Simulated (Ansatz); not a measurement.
Born–Oppenheimer molecular dynamics of C2H4BNTe (9 atoms, charge 0, multiplicity 1). It starts at the highest image of a converged band. Of that band: Neighbouring images differ by up to 1.9 eV, so the band resolves the path poorly. A vibrational analysis at the climbing image gives one clearly imaginary mode, 1491i cm⁻¹: a first-order saddle point.

All numbers below come from Ansatz, RKS PBE/def2-mTZVP.

```yaml
ensemble: NVE (velocity Verlet)
time_step: 0.5 fs
steps_asked: 200
starting_velocities_drawn_for: 100 K
seed: 11142
```

First frame:

```xyz
9
Properties=species:S:1:pos:R:3
N 1.705 -0.691 -0.631
B 0.669 -0.096 0.246
C -0.600 0.388 0.395
C -1.825 0.826 0.738
Te -2.922 1.797 -0.701
H 2.646 -0.879 -0.287
H 1.647 -0.625 -1.659
H 1.008 -1.457 0.138
H -2.238 0.690 1.743
```

How far do the bonds stretch over the last three quarters of this one trajectory? (Pairs bonded in most of those frames.)


| bond | mean (Å) | spread (Å) | shortest | longest |
| --- | --- | --- | --- | --- |
| N1–B2 | 1.544 | 0.041 | 1.47 | 1.61 |
| N1–H6 | 1.043 | 0.036 | 0.98 | 1.11 |
| N1–H7 | 1.044 | 0.028 | 0.99 | 1.10 |
| N1–H8 | 1.054 | 0.047 | 0.97 | 1.13 |
| B2–C3 | 1.347 | 0.017 | 1.32 | 1.39 |
| C3–C4 | 1.361 | 0.014 | 1.33 | 1.39 |
| C4–Te5 | 2.055 | 0.039 | 2.01 | 2.12 |
| C4–H9 | 1.097 | 0.014 | 1.08 | 1.12 |

Mean temperature of the second half: 682 K. The conserved energy stayed within 0.32 meV per atom of its start (net change -0.077 meV per atom), so the integration is sound. The system heated up, since it started high on the potential surface and ran downhill. A run of 0.1 ps of so small a system gives no equilibrium averages. The orbitals stay closed-shell, which can raise the energy where a bond breaks towards radicals; this wasn't checked here.

Time of the run: 13 min on 2 threads of Arm Neoverse N1, on a shared host, peak memory 0.18 GiB.
